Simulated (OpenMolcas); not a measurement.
How basis sets differ on BHSF2 (SMILES FB(F)S)

BHSF2: 5 atoms, total charge 0, spin state singlet. As SMILES, `FB(F)S`. The coordinates come from a GFN2-xTB relaxation.

```xyz
5

F     0.4993   -1.7232    0.1520
B     0.0607   -0.4864    0.2059
F    -0.5801   -0.1516    1.3097
S     0.3224    0.6712   -1.1242
H    -0.3023    1.6901   -0.5434
```

Quantity: the HOMO–LUMO gap, in eV. The values are calculated.

```csv
level,kind,program,value (eV)
HF/STO-3G,Hartree–Fock,OpenMolcas,16.86
HF/3-21G,Hartree–Fock,OpenMolcas,15.97
HF/pcseg-0,Hartree–Fock,OpenMolcas,15.83
HF/def2-SVP,Hartree–Fock,OpenMolcas,15.50
```

The values span 15.50 to 16.86 eV. A Hartree–Fock LUMO above zero doesn't converge with the basis: it sinks as sets grow more diffuse. Orbital gaps aren't excitation energies.
